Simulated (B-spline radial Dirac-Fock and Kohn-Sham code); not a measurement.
## I³³⁺: eigenvalues, ΔSCF and the reference

System: iodine as I³³⁺ in the configuration [Ar] 3d2.

The density-functional columns are spherical, spin-unpolarised Dirac-Kohn-Sham results without Breit or QED terms: −ε is minus the orbital energy of the initial state and ΔSCF the difference of two total energies. The reference in the last column comes from ΔSCF Dirac-Fock with Breit, self-energy and vacuum polarisation, finite nucleus, configuration average. All numbers are from a radial atomic solver, in eV; a selection of levels is shown. For the 1s level of heavy atoms much of the gap between ΔSCF and the reference is the Breit and QED part, -117.4 eV here; for other levels the error of the functional can be larger.

| level | LDA −ε | LDA ΔSCF | Dirac-Fock |
| --- | --- | --- | --- |
| K | 34579.6 | 34973.7 | 34867.0 |
| L1 | 6707.2 | 6799.9 | 6842.4 |
| L2 | 6409.2 | 6519.7 | 6513.9 |
| L3 | 6107.0 | 6211.6 | 6214.3 |
| M1 | 2406.8 | 2446.1 | 2466.2 |
| M2 | 2293.4 | 2334.5 | 2333.0 |
| M3 | 2223.9 | 2263.8 | 2264.1 |
| M4,5 | 2036.4 | 2081.6 | 2080.2 |

Values without a named source are computed, but for edge energies of neutral atoms, which are taken from tables.
